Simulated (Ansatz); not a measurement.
CH7AlSn (`[CH3][AlH][SnH3]`), relaxed with RKS PBE0-D4/def2-TZVP in Ansatz 0.2.0 from a PBE-D4/def2-SVP geometry. The force threshold is 0.005 eV/Å; the program also tests the step.

Charge 0, multiplicity 1. Sn takes the def2 core potential.

Start:

```xyz
10

C    -0.434    1.894    0.600
Al   -0.085    0.536   -0.781
Sn    0.435   -2.009   -0.143
H     0.322    2.707    0.533
H    -0.418    1.497    1.634
H    -1.420    2.378    0.430
H    -0.105    0.966   -2.329
H    -0.697   -3.132   -0.829
H     0.406   -2.292    1.570
H     1.996   -2.545   -0.685
```

| step | energy (eV) | largest force (eV/Å) | largest move (Å) |
| --- | --- | --- | --- |
| 1 | -13575.3816 | 0.491 | 0.000 |
| 2 | -13575.4028 | 0.194 | 0.057 |
| 3 | -13575.4090 | 0.040 | 0.025 |
| 4 | -13575.4092 | 0.024 | 0.020 |
| 5 | -13575.4093 | 0.010 | 0.004 |
| 6 | -13575.4093 | 0.001 | 0.001 |

End:

```xyz
10

C    -0.431    1.889    0.594
Al   -0.083    0.533   -0.764
Sn    0.433   -2.001   -0.133
H     0.314    2.690    0.526
H    -0.419    1.502    1.615
H    -1.405    2.361    0.420
H    -0.102    0.942   -2.302
H    -0.691   -3.093   -0.827
H     0.411   -2.309    1.553
H     1.973   -2.514   -0.685
```

Hardware: 2 threads of an Arm Neoverse V2 on a shared host. Wall time 24 s, peak host memory 0.37 GiB.
